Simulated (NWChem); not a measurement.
The numbers come from NWChem runs, not from measurements. System: C3H6OSi, charge 0, spin multiplicity 1, displaced from the optimised geometry. The structure started from a generated list of species.

Job file:

```
start mol
memory heap 200 mb stack 800 mb global 1000 mb
geometry units angstroms nocenter noautoz noautosym
  C     -2.035816    -0.331729     1.483927
  C     -0.765207     0.052028     1.166341
  Si    -0.241470     0.676227    -0.549449
  C      1.371669    -0.313275    -1.114713
  O      2.077902    -0.902291    -0.297338
  H     -2.871686    -0.291583     0.742496
  H     -2.302190    -0.707536     2.502412
  H      0.029935    -0.024688     1.950810
  H      0.169002     2.148829    -0.537559
  H     -1.358318     0.494712    -1.573486
  H      1.666737    -0.310728    -2.227009
end
basis spherical
  * library def2-svp
end
dft
  xc b3lyp
  semidirect memsize 60000000 filesize 0
  iterations 100
  convergence nodiis damp 40
end
task dft gradient
```

The output up to the point where the run's verdict is printed (cleaned and shortened):

```
             Northwest Computational Chemistry Package (NWChem) 7.3.0
             --------------------------------------------------------

                                NWChem Input Module
                                -------------------

 Scaling coordinates for geometry "geometry" by  1.889725989
 (inverse scale =  0.529177249)

                             Geometry "geometry" -> ""
                             -------------------------

 Output coordinates in angstroms (scale by  1.889725989 to convert to a.u.)

  No.       Tag          Charge          X              Y              Z
 ---- ---------------- ---------- -------------- -------------- --------------
    1 C                    6.0000    -2.03581600    -0.33172900     1.48392700
    2 C                    6.0000    -0.76520700     0.05202800     1.16634100
    3 Si                  14.0000    -0.24147000     0.67622700    -0.54944900
    4 C                    6.0000     1.37166900    -0.31327500    -1.11471300
    5 O                    8.0000     2.07790200    -0.90229100    -0.29733800
    6 H                    1.0000    -2.87168600    -0.29158300     0.74249600
    7 H                    1.0000    -2.30219000    -0.70753600     2.50241200
    8 H                    1.0000     0.02993500    -0.02468800     1.95081000
    9 H                    1.0000     0.16900200     2.14882900    -0.53755900
   10 H                    1.0000    -1.35831800     0.49471200    -1.57348600
   11 H                    1.0000     1.66673700    -0.31072800    -2.22700900

 Effective nuclear repulsion energy (a.u.)     195.3664173365

            Nuclear Dipole moment (a.u.)
            ----------------------------
        X                 Y               Z
 ---------------- ---------------- ----------------
    -0.0000151178    -0.0000000000     0.0000075589


 Summary of "ao basis" -> "" (spherical)
 ------------------------------------------------------------------------------
       Tag                 Description            Shells   Functions and Types
 ---------------- ------------------------------  ------  ---------------------
[...]
 d= 0,ls=0.5         52   -309.1808806821  1.15D+01  3.47D-01              39.3
 d= 0,ls=0.5         53   -320.7023790098 -1.15D+01  3.47D-01              40.1
 d= 0,ls=0.5         54   -309.1808806821  1.15D+01  3.47D-01              41.3
 d= 0,ls=0.5         55   -320.7023790098 -1.15D+01  3.47D-01              42.1
 d= 0,ls=0.5         56   -309.1808806821  1.15D+01  3.47D-01              43.0
 d= 0,ls=0.5         57   -320.7023790098 -1.15D+01  3.47D-01              44.0
 d= 0,ls=0.5         58   -309.1808806821  1.15D+01  3.47D-01              45.0
 d= 0,ls=0.5         59   -320.7023790098 -1.15D+01  3.47D-01              45.9
 d= 0,ls=0.5         60   -309.1808806821  1.15D+01  3.47D-01              46.8
 d= 0,ls=0.5         61   -320.7023790098 -1.15D+01  3.47D-01              47.7
 d= 0,ls=0.5         62   -309.1808806821  1.15D+01  3.47D-01              48.6
 d= 0,ls=0.5         63   -320.7023790098 -1.15D+01  3.47D-01              49.5
 d= 0,ls=0.5         64   -309.1808806821  1.15D+01  3.47D-01              50.4
 d= 0,ls=0.5         65   -320.7023790098 -1.15D+01  3.47D-01              51.3
 d= 0,ls=0.5         66   -309.1808806821  1.15D+01  3.47D-01              52.3
 d= 0,ls=0.5         67   -320.7023790098 -1.15D+01  3.47D-01              53.1
 d= 0,ls=0.5         68   -309.1808806821  1.15D+01  3.47D-01              53.9
 d= 0,ls=0.5         69   -320.7023790098 -1.15D+01  3.47D-01              54.9
 d= 0,ls=0.5         70   -309.1808806821  1.15D+01  3.47D-01              55.8
 d= 0,ls=0.5         71   -320.7023790098 -1.15D+01  3.47D-01              56.7
 d= 0,ls=0.5         72   -309.1808806821  1.15D+01  3.47D-01              57.6
 d= 0,ls=0.5         73   -320.7023790098 -1.15D+01  3.47D-01              58.4
 d= 0,ls=0.5         74   -309.1808806821  1.15D+01  3.47D-01              59.3
 d= 0,ls=0.5         75   -320.7023790098 -1.15D+01  3.47D-01              60.2
 d= 0,ls=0.5         76   -309.1808806821  1.15D+01  3.47D-01              61.1
 d= 0,ls=0.5         77   -320.7023790098 -1.15D+01  3.47D-01              62.0
 d= 0,ls=0.5         78   -309.1808806821  1.15D+01  3.47D-01              62.8
 d= 0,ls=0.5         79   -320.7023790098 -1.15D+01  3.47D-01              63.7
 d= 0,ls=0.5         80   -309.1808806821  1.15D+01  3.47D-01              64.6
 d= 0,ls=0.5         81   -320.7023790098 -1.15D+01  3.47D-01              65.6
 d= 0,ls=0.5         82   -309.1808806821  1.15D+01  3.47D-01              66.5
 d= 0,ls=0.5         83   -320.7023790098 -1.15D+01  3.47D-01              67.3
 d= 0,ls=0.5         84   -309.1808806821  1.15D+01  3.47D-01              68.2
 d= 0,ls=0.5         85   -320.7023790098 -1.15D+01  3.47D-01              69.1
 d= 0,ls=0.5         86   -309.1808806821  1.15D+01  3.47D-01              70.0
 d= 0,ls=0.5         87   -320.7023790098 -1.15D+01  3.47D-01              70.9
 d= 0,ls=0.5         88   -309.1808806821  1.15D+01  3.47D-01              71.7
 d= 0,ls=0.5         89   -320.7023790098 -1.15D+01  3.47D-01              72.6
 d= 0,ls=0.5         90   -309.1808806821  1.15D+01  3.47D-01              73.5
 d= 0,ls=0.5         91   -320.7023790098 -1.15D+01  3.47D-01              74.4
 d= 0,ls=0.5         92   -309.1808806821  1.15D+01  3.47D-01              75.4
 d= 0,ls=0.5         93   -320.7023790098 -1.15D+01  3.47D-01              76.3
 d= 0,ls=0.5         94   -309.1808806821  1.15D+01  3.47D-01              77.2
 d= 0,ls=0.5         95   -320.7023790098 -1.15D+01  3.47D-01              78.1
 d= 0,ls=0.5         96   -309.1808806821  1.15D+01  3.47D-01              79.0
 d= 0,ls=0.5         97   -320.7023790098 -1.15D+01  3.47D-01              80.0
 d= 0,ls=0.5         98   -309.1808806821  1.15D+01  3.47D-01              80.9
 d= 0,ls=0.5         99   -320.7023790098 -1.15D+01  3.47D-01              81.8
 d= 0,ls=0.5        100   -309.1808806821  1.15D+01  3.47D-01              82.7
```

The run did not converge; its last values are not results. The next line reads: Calculation failed to converge. NWChem stopped with the message: dft gradient failed.
